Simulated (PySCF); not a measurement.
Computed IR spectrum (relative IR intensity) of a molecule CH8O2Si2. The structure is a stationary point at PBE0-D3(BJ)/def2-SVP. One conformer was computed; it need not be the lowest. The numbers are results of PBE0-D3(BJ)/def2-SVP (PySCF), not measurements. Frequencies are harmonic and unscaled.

```tsv
ν (cm⁻¹)	relative intensity
87	14
108	18
137	6.1
164	26
225	3.2
254	9.2
332	25
438	8.9
505	8.9
508	8.3
680	34
731	21
759	46
797	57
816	69
858	100
911	12
927	2.9
936	27
954	54
1262	16
1423	2.5
2204	32
2217	35
2231	36
3913	38
3941	39
```

Problem. Pick the molecule that these values belong to.
(A) C[Si@H](O)[SiH2]O
(B) O[SiH2]C[SiH2]O
(C) OC[Si@H](O)[SiH3]
(D) C[Si](O)(O)[SiH3]

Solution. D, C[Si](O)(O)[SiH3]
